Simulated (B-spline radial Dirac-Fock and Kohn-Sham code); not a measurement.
Relativistic shifts of the levels of S⁷⁺

System: S⁷⁺ in the configuration [He] 2s2 2p5.

Both columns are ΔSCF binding energies of the configuration average from a radial atomic solver: non-relativistic Hartree-Fock with a point nucleus, and Dirac-Fock with a finite nucleus and the Coulomb interaction alone, averaged over the two j levels with weights 2j+1.

```csv
shell,Hartree-Fock (eV),Dirac-Fock (eV),shift (eV),shift (%)
1s,2655.5,2664.2,+8.72,+0.33
2s,387.5,389.2,+1.66,+0.43
2p,330.6,330.8,+0.22,+0.07
```

Relativity binds 1s, 2s, 2p more strongly, among those listed most of all 2s in relative terms.

Values without a named source are computed, but for edge energies of neutral atoms, which are taken from tables.
